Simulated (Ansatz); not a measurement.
The free Hf atom, lowest solution found in each spin (singlets restricted, other states unrestricted); no spin–orbit coupling, and no relativity up to Kr.

Codes used: Ansatz (a first-principles code) with Gaussian orbitals. Values without a source in brackets are computed. In def2 rows elements past Kr take small-core potentials, without spin–orbit coupling.

Problem. One of these levels gives 34.33 kcal/mol for the energy of multiplicity 5 less that of multiplicity 3. Which one is it?
A) PBE0/def2-SVP
B) B3LYP/def2-TZVPP
C) r2SCAN/def2-TZVPP
D) B97M-V/def2-TZVPP

Solution. B, B3LYP/def2-TZVPP. The others give 16.63 (r2SCAN/def2-TZVPP), 29.19 (B97M-V/def2-TZVPP), 25.24 (PBE0/def2-SVP)
